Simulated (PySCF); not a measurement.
Dipole response of Si²⁺ (silicon, charge +2)

[Ne] 3s2, closed-shell 1S. All numbers are calculated (PySCF 2.14, no relativity, point nucleus, in def2-TZVPPD (6s5p4d1f, 48 functions)). Coupled (time-dependent) response in atomic units; α is the mean over directions.

```csv
method,mean α (bohr³),C₆ (like pair),S(−4)
UHF,12.55,44.85,91.56
PBE,11.68,40.07,80.53
PBE0,11.93,41.41,83.80
M06-2X,10.80,35.26,70.36
M06-L,11.03,37.62,68.55
```

S(−4) is the Cauchy moment in α(ω) = α(0) + S(−4) ω² + …

α(iu) at PBE0:

| u (hartree) | α(iu) (bohr³) |
| --- | --- |
| 0 | 11.93 |
| 0.0500 | 11.73 |
| 0.100 | 11.15 |
| 0.200 | 9.330 |
| 0.300 | 7.353 |
| 0.500 | 4.434 |
| 0.750 | 2.563 |
| 1.00 | 1.660 |
| 1.50 | 0.8864 |
| 2.00 | 0.5762 |
| 3.00 | 0.3270 |
| 5.00 | 0.1682 |

A single London oscillator, α(iu) = α/(1 + u²/ω²), gives C₆ = (3/4) ω α². Matching the computed C₆ needs ω = 4 × 41.41 / (3 × 11.93²) = 0.388 hartree.

For an ion, C₆ is the dispersion term alone; charge-induced terms of lower order in 1/R come first.
